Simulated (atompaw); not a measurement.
## Sb (Z = 51): one change to a PAW (atompaw) potential, before and after

atompaw 4.2.0.5 input, output lines left out:

```
Sb 51
LDA-PW scalarrelativistic loggrid 1500 logderivrange -15 5 501
5 5 4 0 0 0
5 1 0
0 0 0
c
c
c
v
v
c
c
v
v
c
v
2
1.55 1.45 1.20 1.20
n
n
y
-2.85
n
custom rrkj vanderbiltortho sinc
3 0.5 troulliermartins
1.25
1.55
1.50
1.55
0.95
1.55
```

All-electron outer shells of the reference configuration (LDA (PW92), scalar-relativistic, ld1.x):

```
shell  level (eV)  outermost node (bohr)  outermost maximum (bohr)
   3d     -545.93                      –                      0.24
   4s     -178.12                   0.39                      0.72
   4p     -131.19                   0.39                      0.76
   4d      -62.95                   0.38                      0.84
   5s      -39.40                   0.94                      1.81
   5p      -29.25                   1.03                      2.08
```

Change: local potential bessel scheme, radius 1.20 bohr.

Cutoffs: the cutoffs (Ry, on a coarse ladder) from which the occupation-weighted sum of valence levels, in a spherical-Bessel basis at the reference potential, stays within 10 and 1 mRy of its value at 400 Ry; they do not see the model core or the augmentation charge, which bear on the density cutoff.

What does the change do?

The potential gets harder (120 Ry and 230 Ry → 140 Ry and 230 Ry); the bound ghost in s disappears; the range in which the s phases agree widens (upper end -1.2 → at the end of the scan); the range in which the p phases agree widens (upper end 0.2 → at the end of the scan). A state that the projectors do not describe sees the local part alone, so a deeper or shallower local part can create or remove a ghost.

| quantity | base | changed |
| --- | --- | --- |
| cutoff, loose | 120 Ry | 140 Ry |
| cutoff, tight | 230 Ry | 230 Ry |
| bound ghosts | s | none |
| s: phases at 1.56 bohr within 0.05 rad from the reference energy up to (Ry; the scan ends near 5) | -1.2 | to the end of the scan |
| p: phases at 1.56 bohr within 0.05 rad from the reference energy up to (Ry; the scan ends near 5) | 0.2 | to the end of the scan |
| d: phases at 1.56 bohr within 0.05 rad from the reference energy up to (Ry; the scan ends near 5) | 2.1 | 1.6 |
| lowest overlap eigenvalue by channel | s 0.43, p 0.67, d 0.28 | s 0.45, p 0.70, d 0.36 |

 A true bound ghost makes a file unfit for plane-wave use even where its test errors are small: the radial tests pick states by their node count and pass the ghost by. The cutoffs see the waves, projectors and local potential, not the compensation charge or the core.
